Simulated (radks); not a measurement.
Question: O+, configuration [He] 2s2 2p3 (the NIST ground configuration). All-electron calculation, scalar-relativistic Kohn-Sham, PBEsol, spin-unpolarised, spherical densities, finite nucleus; Fermi nuclear charge, rms radius 2.6991 fm. Program: a radial shooting solver on a logarithmic mesh with Libxc functionals. Some entries of the table are withheld. Estimate them.

| orbital | occ. | eigenvalue (eV) | <r^2> (bohr^2) |
|---|---|---|---|
| 1s | 2 | (1) | 0.05399 |
| 2s | 2 | (2) | (3) |
| 2p | 3 | -24.3622 | (4) |

Answer: 
(1) 1s eigenvalue (eV): -531.6116
(2) 2s eigenvalue (eV): -39.4835
(3) 2s <r^2> (bohr^2): 1.418
(4) 2p <r^2> (bohr^2): 1.573
